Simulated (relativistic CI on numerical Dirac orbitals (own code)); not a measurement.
## Cr⁵⁺ (3d) in a crystal field

Calculated by Dirac-Coulomb-Breit CI, KLI orbitals optimised for each configuration, model QED, valence Slater integrals scaled by 0.75, one configuration in a parametric crystal field (own radial code).

Field parameters in Wybourne normalisation: Td as Oh with Dq negative (B⁴₀ = 21Dq, B⁴₄ = √(5/14) B⁴₀). The field is a parameter set, without covalency.

S is read from ⟨S²⟩ = S(S + 1).

Site symmetry Td; labels are those of the double group. Computed levels in cm⁻¹ above the lowest, in rising order:

```
Δ (size of 10Dq)  Lowest     No. 2     No. 3
            2600      Γ8   2576 Γ8   3039 Γ7
            4700      Γ8   4605 Γ8   5104 Γ7
            6800      Γ8   6678 Γ8   7190 Γ7
            8900      Γ8   8764 Γ8   9283 Γ7
           11000      Γ8  10856 Γ8  11379 Γ7
           13050      Γ8  12900 Γ8  13426 Γ7
           15150      Γ8  14996 Γ8  15524 Γ7
           17250      Γ8  17092 Γ8  17623 Γ7
           19350      Γ8  19190 Γ8  19721 Γ7
```

Ground-state S against |10Dq| in cm⁻¹: 2600: 0.50, 4700: 0.50, 6800: 0.50, 8900: 0.50, 11000: 0.50, 13050: 0.50, 15150: 0.50, 17250: 0.50, 19350: 0.50.

No abrupt spin change occurs in this range.
